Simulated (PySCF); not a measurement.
Two species compared at the same levels of theory.

First species: C6H8O2.
Structure used (GFN2-xTB), in Å, numbered top down from 1:
```xyz
16
C6H8O2 angstrom
C     -2.2047    0.4904   -0.5292
C     -1.3506   -0.7668   -0.3580
C      0.0454   -0.4120    0.0446
C      0.5454   -0.5662    1.2607
O      1.8366   -0.2109    1.6409
C      2.5336    0.3821    0.6052
C      2.0466    0.5468   -0.6116
O      0.7827    0.1423   -1.0043
H     -1.7592    1.1458   -1.2730
H     -3.2063    0.2229   -0.8558
H     -2.2764    1.0298    0.4124
H     -1.3095   -1.3032   -1.3082
H     -1.7882   -1.4182    0.3981
H     -0.0104   -0.9882    2.0788
H      3.5169    0.7012    0.9016
H      2.5908    1.0132   -1.4136
```

Second species: C7H7ClO.
SMILES: `COC1=CC=C/C1=C/Cl`

Levels: PBE0/def2-SVPD for dipole moment, HOMO energy, LUMO energy, HOMO–LUMO gap, static isotropic polarisability and electronic spatial extent ⟨r²⟩ about the centre of nuclear charge; TDDFT PBE0/def2-SVPD for lowest singlet excitation; TDA PBE0/def2-SVPD for lowest triplet excitation (Tamm–Dancoff); GFN2-xTB for rotational constant A and rotational constant C. Geometries: GFN2-xTB. All species are isolated and taken at one optimised geometry, non-relativistic unless stated. Electronic properties by PySCF.

Dipoles, sizes and rotational constants follow the conformer. The torsions of the flexible species, by atom-mapped SMILES:
- `[CH3:1][CH2:2][C:3]1=[CH:4][O:5][CH:6]=[CH:7][O:8]1`: C1–C2–C3–C4 106°
- `[CH3:1][O:2][C:3]1=[CH:4][CH:5]=[CH:6]/[C:7]1=[CH:8]/[Cl:9]`: C1–O2–C3–C4 0°

Values for the first species:

- Dipole moment: 0.60 D
- HOMO energy: -5.51 eV
- LUMO energy: -0.04 eV
- HOMO–LUMO gap: 5.47 eV
- Lowest singlet excitation: 4.12 eV
- Lowest triplet excitation (Tamm–Dancoff): 3.09 eV
- Static isotropic polarisability: 74.8 au
- Electronic spatial extent ⟨r²⟩ about the centre of nuclear charge: 978 bohr²
- Rotational constant A: 4.528 GHz
- Rotational constant C: 1.256 GHz

Estimate the same properties for the second species, and the change in each.

```
                                                         property      first      second  second less first
                                                    dipole moment     0.60 D      1.10 D            +0.50 D
                                                      HOMO energy   -5.51 eV    -5.84 eV           -0.33 eV
                                                      LUMO energy   -0.04 eV    -1.95 eV           -1.91 eV
                                                    HOMO–LUMO gap    5.47 eV     3.89 eV           -1.58 eV
                                        lowest singlet excitation    4.12 eV     2.83 eV           -1.29 eV
                         lowest triplet excitation (Tamm–Dancoff)    3.09 eV     1.89 eV           -1.20 eV
                                  static isotropic polarisability    74.8 au    104.2 au           +29.4 au
electronic spatial extent ⟨r²⟩ about the centre of nuclear charge  978 bohr²  1442 bohr²         +464 bohr²
                                            rotational constant A  4.528 GHz   1.898 GHz         -2.630 GHz
                                            rotational constant C  1.256 GHz   0.757 GHz         -0.499 GHz
```

On the first: No computed singlet falls in the visible range (750 to 380 nm, 1.65 to 3.26 eV); S1 lies 0.86 eV above its blue end. The principal polarisabilities are 57.6, 75.2 and 91.8 au; their mean is the isotropic value.

On the second: The 6 singlets span 2.83 to 5.98 eV, and their oscillator strengths add up to 0.47. 1 of the 6 computed singlets lies in the visible range (750 to 380 nm, 1.65 to 3.26 eV), with an oscillator strength of 0.017.
